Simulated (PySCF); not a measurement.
Br2ClGa.

```xyz
4

Ga     0.0000     0.0000     0.3546
Cl     0.0000     0.0000     2.4813
Br     0.0000     1.9669    -0.7596
Br     0.0000    -1.9669    -0.7596
```
Charge 0, spin multiplicity 1.

Geometry: PBE0-D3(BJ)/def2-SVP. The structure was generated by enumeration; whether it is a known compound was not checked.

These are KT2/pcSseg-1 (PySCF) values and carry that method's errors. Non-relativistic, no solvent.

Computed absolute GIAO shielding of each atom: isotropic value and principal components (ppm):
```
atom  σ(iso)     σ11     σ22     σ33   span
----  ------  ------  ------  ------  -----
Ga1   1323.9  1105.3  1394.4  1472.0  366.7
Cl2    736.8   554.5   689.0   967.0  412.4
Br3   2252.3  1876.1  2095.7  2785.0  908.9
Br4   2252.3  1876.1  2095.7  2785.0  908.9
```
